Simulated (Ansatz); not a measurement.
`C[SiH](F)[InH2]`. Total charge 0; spin multiplicity 1. In takes the def2 core potential. The geometry is a stationary point of PBE0-D4/def2-TZVP.

```xyz
10

C    -1.142    1.177    0.181
Si   -0.554   -0.588    0.031
F    -1.315   -1.257   -1.227
In    2.006   -0.823   -0.249
H    -2.229    1.209    0.288
H    -0.698    1.643    1.065
H    -0.865    1.772   -0.692
H    -1.009   -1.346    1.236
H     3.065   -0.132    0.938
H     2.741   -1.655   -1.573
```

(1) What is the dipole moment at B3LYP/def2-TZVPP? (Best estimate.)

(2) And with PBE, r2SCAN, ωB97M-V? (An estimate is asked.)

(3) Give the Mulliken charges with B3LYP, r2SCAN, ωB97M-V in def2-TZVPP. (Best estimate.)

## Answers

(1) The calculation gave: 1.53 D, with components (0.05, 1.23, 0.91) D in this frame, pointing from negative to positive charge.

(2) Computed: PBE 1.50 D, r2SCAN 1.53 D, ωB97M-V 1.50 D.

(3) Computed: 
| atom | B3LYP | r2SCAN | ωB97M-V |
| --- | --- | --- | --- |
| C1 | -0.39 | -0.31 | -0.45 |
| Si2 | 0.46 | 0.44 | 0.45 |
| F3 | -0.33 | -0.33 | -0.32 |
| In4 | 0.35 | 0.36 | 0.21 |
| H5 | 0.11 | 0.08 | 0.13 |
| H6 | 0.11 | 0.08 | 0.12 |
| H7 | 0.10 | 0.08 | 0.12 |
| H8 | -0.11 | -0.11 | -0.06 |
| H9 | -0.15 | -0.15 | -0.10 |
| H10 | -0.14 | -0.14 | -0.10 |

B3LYP here is the variant with VWN-RPA as its local correlation; programs differ in this.
